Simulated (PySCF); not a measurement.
silicon monoxide (OSi), singlet, at a GFN2-xTB geometry; BHANDHLYP/aug-cc-pVDZ, TDA in PySCF.

Here is a job for PySCF.
```python
from pyscf import gto, scf, dft, tdscf

mol = gto.M(
    atom='''
Si   -0.000000   -0.000000   -0.548582
O     0.000000    0.000000    0.960019
''',
    basis='aug-cc-pvdz',
    charge=0,
    spin=0,
    verbose=4,
)

mf = dft.RKS(mol)
mf.xc = 'bhandhlyp'
mf.kernel()
td = mf.TDA()
td.nstates = 5
td.conv_tol = 1e-3
td.kernel()
td.analyze()
```

It wrote (shortened):

```
PySCF version 2.14.0

[INPUT] verbose = 4
[INPUT] num. atoms = 2
[INPUT] num. electrons = 22
[INPUT] charge = 0
[INPUT] spin (= nelec alpha-beta = 2S) = 0
[INPUT] symmetry False subgroup None
[INPUT] Mole.unit = angstrom
[INPUT] Symbol           X                Y                Z      unit          X                Y                Z       unit  Magmom
[...]
nuclear repulsion = 39.2866288853315
number of shells = 16
number of NR pGTOs = 85
number of NR cGTOs = 50
basis = aug-cc-pvdz
ecp = {}

******** <class 'pyscf.dft.rks.RKS'> ********
method = RKS
initial guess = minao
damping factor = 0
level_shift factor = 0
DIIS = <class 'pyscf.scf.diis.CDIIS'>
diis_start_cycle = 1
diis_space = 8
diis_damp = 0
SCF conv_tol = 1e-09
SCF conv_tol_grad = None
SCF max_cycles = 50
direct_scf = True
direct_scf_tol = 1e-13
XC library pyscf.dft.libxc version 7.1.2
    S. Lehtola, C. Steigemann, M. J. T. Oliveira, and M. A. L. Marques,  SoftwareX 7, 1–5 (2018)
XC functionals = bhandhlyp
    A. D. Becke,  J. Chem. Phys. 98, 1372 (1993)
    Defined through Gaussian implementation.
radial grids:
    Treutler-Ahlrichs [JCP 102, 346 (1995); DOI:10.1063/1.469408] (M4) radial grids

becke partition: Becke, JCP 88, 2547 (1988); DOI:10.1063/1.454033
pruning grids: <function nwchem_prune>
grids dens level: 3
symmetrized grids: False
atomic radii adjust function: <function treutler_atomic_radii_adjust>
small_rho_cutoff = 0
Set gradient conv threshold to 3.16228e-05
Initial guess from minao.
tot grids = 33264
init E= -364.644474552971
[...]
cycle= 1 E= -364.491305457693  delta_E= 0.153  |g|= 0.903  |ddm|= 1.39
[...]
cycle= 2 E= -363.330231764602  delta_E= 1.16  |g|= 2.33  |ddm|= 2.14
[...]
cycle= 3 E= -364.68557920212  delta_E= -1.36  |g|= 0.0496  |ddm|= 1.52
[...]
cycle= 4 E= -364.686744514358  delta_E= -0.00117  |g|= 0.0186  |ddm|= 0.17
[...]
cycle= 5 E= -364.686836148542  delta_E= -9.16e-05  |g|= 0.00365  |ddm|= 0.0164
[...]
cycle= 6 E= -364.686840053371  delta_E= -3.9e-06  |g|= 0.000324  |ddm|= 0.00484
[...]
cycle= 7 E= -364.68684009333  delta_E= -4e-08  |g|= 7.14e-05  |ddm|= 0.00068
[...]
cycle= 8 E= -364.686840094328  delta_E= -9.97e-10  |g|= 1.97e-05  |ddm|= 5.03e-05
[...]
Extra cycle  E= -364.686840094146  delta_E= 1.82e-10  |g|= 3.63e-05  |ddm|= 3.62e-05
converged SCF energy = -364.686840094146

******** <class 'pyscf.tdscf.rks.TDA'> for <class 'pyscf.dft.rks.RKS'> ********
nstates = 5 singlet
deg_eia_thresh = 1.000e-03
wfnsym = None
conv_tol = 0.001
eigh lindep = 1e-12
eigh level_shift = 0
eigh max_cycle = 100

Excitation energies (eV)
[5.62506041 5.86179866 5.86179867 5.86256031 5.8625629 ]

** Singlet excitation energies and oscillator strengths **
Excited State   1:      5.62506 eV    220.41 nm  f=0.0000
       9 -> 12        0.48240
      10 -> 13       -0.48240
Excited State   2:      5.86180 eV    211.51 nm  f=0.1051
       8 -> 12       -0.14492
      11 -> 12        0.66529
      11 -> 13       -0.12381
Excited State   3:      5.86180 eV    211.51 nm  f=0.1051
       8 -> 13       -0.14492
      11 -> 12        0.12381
      11 -> 13        0.66529
Excited State   4:      5.86256 eV    211.48 nm  f=0.0000
       9 -> 12        0.27728
       9 -> 13        0.40321
      10 -> 12       -0.40321
      10 -> 13        0.27728
Excited State   5:      5.86256 eV    211.48 nm  f=0.0000
       9 -> 12       -0.40321
       9 -> 13        0.27728
      10 -> 12       -0.27728
      10 -> 13       -0.40321

** Transition electric dipole moments (AU) **
state          X           Y           Z        Dip. S.      Osc.
  1         0.0000      0.0000      0.0000      0.0000      0.0000
  2         0.7076     -0.4810     -0.0000      0.7320      0.1051
  3         0.4810      0.7076      0.0000      0.7321      0.1051
  4         0.0000     -0.0000      0.0000      0.0000      0.0000
  5        -0.0000     -0.0000      0.0000      0.0000      0.0000

** Transition velocity dipole moments (imaginary part, AU) **
state          X           Y           Z        Dip. S.      Osc.
  1        -0.0000      0.0000      0.0000      0.0000      0.0000
  2         0.0790     -0.0537     -0.0000      0.0091      0.0282
  3         0.0537      0.0790      0.0000      0.0091      0.0282
  4         0.0000     -0.0000      0.0000      0.0000      0.0000
  5        -0.0000     -0.0000      0.0000      0.0000      0.0000

** Transition magnetic dipole moments (imaginary part, AU) **
state          X           Y           Z
  1        -0.0000      0.0000      0.0000
  2         0.7379      1.0853     -0.0000
  3        -1.0853      0.7379      0.0000
  4         0.0000      0.0000     -0.0000
  5         0.0000     -0.0000     -0.0000
```
